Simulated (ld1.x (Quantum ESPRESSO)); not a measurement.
**Which change was made? (H, PAW)**

```json
{
  "Element": "H (Z = 1)",
  "Generator": "ld1.x (Quantum ESPRESSO) 7.5",
  "Type": "PAW",
  "Functional": "LDA (PZ)",
  "Relativity": "scalar-relativistic",
  "Frozen core": "none",
  "Valence charge": "1",
  "Reference configuration": "1s1",
  "Partial waves": "1s (bound): rcut 1.05, rcutus 1.45 bohr; 1s channel at 3.9 Ry: rcut 1.05, rcutus 1.45 bohr; 2p channel at 0.35 Ry: rcut 1.35, rcutus 1.60 bohr; 2p channel at 0.95 Ry: rcut 1.35, rcutus 1.60 bohr",
  "Local potential": "all-electron potential smoothed inside 1.55 bohr (lloc = -1)",
  "Core correction": "none",
  "Augmentation charge": "BESSEL, radius 1.05 bohr"
}
```

Cutoffs, loose and tight: the cutoffs (Ry, on a coarse ladder) from which the occupation-weighted sum of valence levels, in a spherical-Bessel basis at the reference potential, stays within 10 and 1 mRy of its value at 400 Ry. They do not see the model core or the augmentation charge, which bear on the density cutoff. Test errors are all-electron minus pseudo excitation energies from the reference, over the configurations 1s0.5 (two spin-polarised tests are not counted in the largest error); variants that change the core or the reference have their own tests.

The base gives: outcome: generated; cutoff, loose: 10 Ry; cutoff, tight: 18 Ry; bound ghosts: none.

Problem. After one change the result is: outcome: generated; cutoff, loose: 12 Ry; cutoff, tight: 21 Ry; bound ghosts: none. Which change was it?
A. all radii scaled by about 1.17 (s 1.70, p 1.86 bohr, rcut 1.22/1.58); local potential all-electron potential smoothed inside 1.80 bohr (lloc = -1); augmentation BESSEL, radius 1.22 bohr
B. all radii scaled by about 0.92 (s 1.34, p 1.48 bohr, rcut 0.98/1.26); local potential all-electron potential smoothed inside 1.44 bohr (lloc = -1); augmentation BESSEL, radius 0.98 bohr
C. all radii scaled by about 0.77 (s 1.12, p 1.24 bohr, rcut 0.82/1.04); local potential all-electron potential smoothed inside 1.20 bohr (lloc = -1); augmentation BESSEL, radius 0.82 bohr

Solution. B. The others give: all radii scaled by about 0.77 (s 1.12, p 1.24 bohr, rcut 0.82/1.04); local potential all-electron potential smoothed inside 1.20 bohr (lloc = -1); augmentation BESSEL, radius 0.82 bohr → outcome: generated; cutoff, loose: 15 Ry; cutoff, tight: 30 Ry; bound ghosts: none | all radii scaled by about 1.17 (s 1.70, p 1.86 bohr, rcut 1.22/1.58); local potential all-electron potential smoothed inside 1.80 bohr (lloc = -1); augmentation BESSEL, radius 1.22 bohr → outcome: generated; cutoff, loose: 8 Ry; cutoff, tight: 15 Ry; bound ghosts: none.
